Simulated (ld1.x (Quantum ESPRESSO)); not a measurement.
## Transferability test, PAW potential for V (Z = 23)

```json
{"Element": "V", "Generator": "ld1.x (Quantum ESPRESSO) 7.5", "Type": "PAW", "Functional": "PBE", "Relativity": "scalar-relativistic", "Frozen core": "[Ne]", "Valence charge": "13", "Reference configuration": "3s2 3p6 3d3 4s0 4p0 (charge +2)", "Partial waves": "3s (bound): rcut 1.30, rcutus 1.45 bohr; 4s (bound, empty): rcut 1.30, rcutus 1.45 bohr; 3p (bound): rcut 1.35, rcutus 1.55 bohr; 4p (bound, empty): rcut 1.35, rcutus 1.55 bohr; 3d (bound): rcut 1.00, rcutus 1.35 bohr; 3d channel at 3.05 Ry: rcut 1.00, rcutus 1.35 bohr", "Local potential": "all-electron potential smoothed inside 1.20 bohr (lloc = -1)", "Core correction": "Bessel-smoothed model core, default radius (core density twice the valence density)", "Augmentation charge": "PSQ, inside the norm-conserving radii"}
```

Energies are relative to the spin-unpolarised reference configuration 3s2 3p6 3d3 4s0 4p0; without spin polarisation the order of configurations can differ from experiment.

Its overlap operator is not positive definite in a basis up to 400 Ry (lowest eigenvalue p -0.55), so the file is unfit for use: the generalised eigenproblem breaks down once the basis is large enough, and its test numbers describe a broken file.

```csv
valence configuration,charge,ΔE all-electron (eV),error AE − PS (meV)
3s2 3p6 3d3 4s2 4p0,0,-22.031,+1.9
3s2 3p6 3d3 4s1 4p0,+1,-14.296,+1.0
3s2 3p6 3d2 4s0 4p0,+3,28.898,+16
3s2 3p6 3d3 4s0 4p1,+1,-10.191,+0.8
3s2 3p6 3d3 4s1.5 4p0,+0.5,-18.939,+1.4
3s2 3p6 3d2 4s2 4p0,+1,-11.056,+18
3s2 3p6 3d3 4s1 4p1,0,-18.683,+1.4
```

The ghost test of this file was not conclusive.
